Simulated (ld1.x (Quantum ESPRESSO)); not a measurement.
## u(r) = r·R(r): atom against pseudo-atom (As)

Columns: radius, all-electron u(r) and pseudo u(r) of the 3d shell (level -40.65 eV) of arsenic in the configuration [Ar] 3d10 4s2 4p3; PBE, scalar-relativistic, TM scheme, ld1.x (Quantum ESPRESSO) 7.5.

```
r (bohr)  all-electron  pseudo
   0.093        0.1634  0.0520
   0.185        0.5715  0.3339
   0.278        0.9311  0.7980
   0.370        1.1345  1.1677
   0.463        1.2024  1.2923
   0.555        1.1776  1.2333
   0.648        1.1008  1.1157
   0.740        1.0009  1.0020
   0.833        0.8925  0.8925
   0.925        0.7871  0.7871
   1.018        0.6871  0.6871
   1.110        0.5971  0.5971
   1.203        0.5158  0.5158
   1.295        0.4449  0.4449
   1.388        0.3822  0.3822
   1.480        0.3284  0.3284
   1.573        0.2813  0.2813
   1.665        0.2411  0.2411
   1.758        0.2061  0.2061
   1.850        0.1764  0.1764
   1.943        0.1505  0.1505
   2.035        0.1287  0.1287
   2.128        0.1097  0.1097
   2.220        0.0937  0.0937
   2.313        0.0798  0.0798
   2.405        0.0680  0.0680
```

**Question.** How many radial nodes do the two functions have?

**Answer.** The all-electron 3d function has n − l − 1 = 0; the pseudo-wave has 0.

**Question.** At about which radius was the pseudo-wave matched?

**Answer.** 0.85 bohr, where the columns begin to agree (steps of 0.09 bohr).

**Question.** Is the pseudo-wave norm-conserving?

**Answer.** Yes: the TM scheme keeps the norm inside the radius equal to the all-electron one, which fixes the energy derivative of the logarithmic derivative at the level.
